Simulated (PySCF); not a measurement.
```xyz
4
charge 0 multiplicity 4, angstrom
Ru    0.0346    0.0063   -0.1882
O     1.5531   -0.0200    0.5063
O    -1.6468   -0.0723    0.6286
H    -1.9663    0.7386    1.0381
```

Computed with PySCF, UPBE0, basis Ru def2-TZVP with ECP28, O def2-TZVP, H def2-TZVP (scalar-relativistic core potentials, no spin–orbit coupling, density fitting).

This geometry of RuO(OH) is a stationary point at this level.

Task: What is the point group?

Result: C1.

Task: Is it a minimum?

Result: Yes: all harmonic wavenumbers are real.

Task: List the harmonic modes with their infrared intensities.

Result: 
```
symmetry  ω (cm⁻¹)  IR (km/mol)
       a       180         14.2
       a       379         95.7
       a       677          118
       a       803         89.5
       a       993          147
       a      3834         89.7
```

Task: What are the dipole moment and the gap between the highest occupied and lowest empty levels of either spin?

Result: 2.41 D and 3.59 eV.

Task: What is the atomisation energy, with and without zero-point energy?

Result: 1233 kJ/mol without, 1192 kJ/mol with.

Other isomers or separated fragments may lie lower. Open d and f shells are described by one determinant, and the ground state may have another occupation or spin. At this level a doublet minimum of Cs symmetry lies 5 kJ/mol below this structure.
